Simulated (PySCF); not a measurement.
Cd(SMe)(SeH), SMILES C[S][Cd][SeH] (PBE0/def2-SVP optimised geometry):

```
8

Cd     0.074     0.608     0.000
S      2.425     0.608     0.000
C      2.849    -0.284     1.539
H      2.480     0.231     2.437
H      3.948    -0.304     1.585
H      2.490    -1.322     1.534
Se    -2.386     0.632    -0.031
H     -2.425    -0.632    -0.787
```

Method: PBE0/def2-TZVP, def2 effective core potentials past Kr in PySCF 2.14.0.

Q: What are the frontier orbital energies and the dipole moment?

A: HOMO-2 -7.61 eV, HOMO-1 -6.95 eV, HOMO -6.73 eV, LUMO -1.39 eV, LUMO+1 -0.75 eV; dipole moment 1.50 D.

On the same geometry PySCF 2.14.0 with PBE/def2-TZVP, def2 effective core potentials past Kr gives HOMO-2 -6.58 eV, HOMO-1 -5.84 eV, HOMO -5.57 eV, LUMO -2.17 eV, LUMO+1 -1.46 eV; dipole moment 1.49 D.
